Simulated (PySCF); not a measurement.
Q: Write Cartesian coordinates for `O=CN[SiH2][Te][SiH3]` as optimised with PBE0-D3(BJ)/def2-SVP.

A: 
```xyz
13
CH7NOSi2Te angstrom
O     -0.2620    1.2423   -0.9575
C     -1.3592    1.2865   -0.4415
N     -1.8879    0.2504    0.2559
Si    -0.9277   -1.2346    0.4591
Te     1.1552   -0.9426    1.7814
Si     2.4157    0.0632   -0.1567
H     -2.0112    2.1882   -0.5093
H     -2.7809    0.3974    0.7144
H     -1.8308   -2.1362    1.2287
H     -0.6238   -1.7882   -0.8873
H      2.3321    1.5466   -0.1660
H      1.9522   -0.5526   -1.4293
H      3.8342   -0.3374    0.0979
```

Any rigid rotation of these coordinates is as good. Atoms count from 1 in this order. Of the pairs four or more bonds apart, O1···Si6 is among the closest relative to their van der Waals radii: 3.03 Å, 84 % of the sum of Bondi's values. Si4 (SiH2 silicon) is distorted tetrahedral (angles from 103.7° to 114.5°). Si6 (SiH3 silicon) is distorted tetrahedral (angles from 103.7° to 113.0°). The 2 Si–Te bonds span 2.484 Å (Si4–Te5, drawn single) to 2.521 Å (Te5–Si6, drawn single), a spread of 0.037 Å.

Bonds between heavy atoms (Å): O1=C2 1.213, C2–N3 1.356, N3–Si4 1.780, Si4–Te5 2.484, Te5–Si6 2.521.

Computed, not measured: PySCF 2.14.0, PBE0-D3(BJ)/def2-SVP geometry optimisation, gas phase, def2 core potentials past Kr.

Point group: C1 (no symmetry element, even within 0.4 Å). PBE0-D3(BJ)/def2-SVP frequencies: not computed here. The numbers are those of one conformer (O1–C2–N3–Si4 1°, C2–N3–Si4–Te5 64°, N3–Si4–Te5–Si6 -79°).
